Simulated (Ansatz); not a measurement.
Born–Oppenheimer molecular dynamics of FGaH6O3 (11 atoms, charge 0, multiplicity 1). It starts at the highest image of a converged band, a first-order saddle point between two minima.

Theory: Ansatz 0.2.0, RKS PBE0-D4/def2-SVP.

```yaml
ensemble: NVE (velocity Verlet)
time_step: 0.5 fs
steps_asked: 131
starting_velocities_drawn_for: 100 K
seed: 6396
```

First frame:

```xyz
11
Properties=species:S:1:pos:R:3
Ga -0.258 -0.490 -0.580
H 0.529 1.035 -0.988
O -0.987 -1.360 -1.947
O -1.281 0.213 0.759
H 1.425 0.398 1.279
F 1.185 -1.182 0.256
H 0.782 1.234 -0.056
O 0.988 1.276 1.233
H -0.356 -1.898 -2.436
H -2.071 -0.263 1.029
H 0.042 1.037 1.451
```

(1) How far do the bonds stretch over the last three quarters of this one trajectory? (Pairs bonded in most of those frames.)

Answers

(1) 
```csv
bond,mean (Å),spread (Å),shortest,longest
Ga1–O3,1.773,0.012,1.75,1.79
Ga1–O4,1.797,0.030,1.75,1.86
Ga1–F6,1.776,0.021,1.75,1.82
H2–H7,0.812,0.035,0.77,0.89
O3–H9,0.964,0.012,0.95,0.98
O4–H10,0.964,0.014,0.94,0.99
H5–O8,0.970,0.014,0.95,1.00
O8–H11,0.976,0.007,0.96,0.99
```

Mean temperature of the second half: 173 K. The conserved energy stayed within 0.09 meV per atom of its start (net change 0.061 meV per atom), so the integration is sound. The system heated up, since it started high on the potential surface and ran downhill. A run of 0.066 ps of so small a system gives no equilibrium averages. The orbitals stay closed-shell, which can raise the energy where a bond breaks towards radicals; this wasn't checked here.

The run took 8.2 min on 2 threads of Arm Neoverse V1, on a shared host, peak memory 0.27 GiB.
